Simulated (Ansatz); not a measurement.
Mulliken charges of CH4BFOS (`COB(F)S`) from r2SCAN/def2-TZVPP in Ansatz (PBE0-D4/def2-TZVP geometry).

```
atom   x (Å)   y (Å)   z (Å)  charge (e)
  C1   0.747  -1.119   0.439       0.014
  O2   0.446   0.176  -0.054      -0.300
  B3  -0.815   0.600  -0.248       0.441
  F4  -1.863  -0.183   0.013      -0.274
  S5  -1.165   2.263  -0.878      -0.185
  H6  -0.154  -1.711   0.603       0.061
  H7   1.387  -1.625  -0.285       0.068
  H8   1.290  -1.016   1.381       0.068
  H9   0.127   2.613  -0.971       0.109
```

Question: By hand: the dipole of these point charges (1 e Å = 4.8032 D).

Answer: Σ q r = (0.430, -0.172, 0.077) e Å, of length 0.469 e Å = 2.25 D.

Question: How does the dipole of the full density compare? (Best estimate.)

Answer: Computed: (0.376, -0.246, 0.103) e Å, 2.21 D; the point charges give 1.02 times that, at 12° from its direction.

Point charges leave out the atoms' own dipoles, such as those of lone pairs, and Mulliken's split depends on the basis, so the close match here is no proof of good charges.
